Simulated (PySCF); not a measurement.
# Structure from NMR data

Molecular formula: C6H12F2Si. Simulated spectra:

1H NMR (500 MHz, computed): δ 4.95 (m, 1H), 4.02 (m, 1H), 3.89 (m, 1H), 2.58 (m, 1H), 2.56 (m, 1H), 1.56 (m, 1H), 1.53 (m, 3H), 1.52 (m, 1H), 1.09 (m, 1H), 1.06 (m, 1H).

13C{1H} NMR (computed): δ 94.0 (CH), 93.8 (C), 50.8 (CH2), 35.0 (CH2), 28.7 (CH3), 5.7 (CH2).

- σ from GIAO-PBE0/pcSseg-1
- GFN2-xTB structure
- run in PySCF 2.14
- non-relativistic Hamiltonian, averaged over atoms made equivalent by symmetry, fast rotation or ring inversion, one computed conformer, isolated molecule

Chemical shifts δ = σref − σ; 1H (σref 31.72), 13C (σref 186.93) against TMS, all at this level.

Problem. Which of these isomers gave the spectra?
A. C[C@@]1(F)C[C@@H](F)CC[SiH2]1
B. CC(C)[C@H]([SiH3])/C(F)=C/F
C. F[C@@H]1CCC[C@@](F)([SiH3])C1

Solution. A. 

The formula gives 1 degree of unsaturation (1 ring in the answer). 6 carbon signals for 6 carbons: no two carbons are equivalent. Carbon types of the structure: 1 × C, 1 × CH, 3 × CH2, 1 × CH3, leaving 2 H on heteroatoms. δC 94.0: sp3 CH bonded to F; pulled downfield by the heteroatom. δC 93.8: fully substituted sp3 carbon bonded to F and Si; the inductive effect lowers its shielding. δC 28.7: methyl carbon; aliphatic region, no heteroatom directly attached. δC 5.7: sp3 CH2 bonded to Si; an electropositive neighbour leaves it electron-rich and shielded. δH 4.95: hydrogen on an sp3 CH bonded to F; its carbon carries F, an electronegative neighbour.

The others: CC(C)[C@H]([SiH3])/C(F)=C/F would give 6 signals for carbon-bound and other non-exchanging H, not 10; F[C@@H]1CCC[C@@](F)([SiH3])C1 has carbons computed at 95.5, 92.6, 48.1, 40.3, 36.8, 23.1, with a different DEPT pattern.

Splittings by 19F in the carbon and heteronuclear signals aren't shown, as no couplings were computed. Shifts are as computed. Against solution values, carbons near 30 ppm lie about +3 ppm off and those near 130 ppm about +5 ppm. Of 1309 compounds with measured shifts, 239 miss one by over three times the rms of a fit or turn the order of signals round; such compounds aren't used in these exercises. No couplings were computed; multiplicities are counted from neighbouring protons, with m where these are inequivalent, close in shift, in a saturated or five-membered ring or joined by F or P, and br s for small geminal =CH2 splittings.
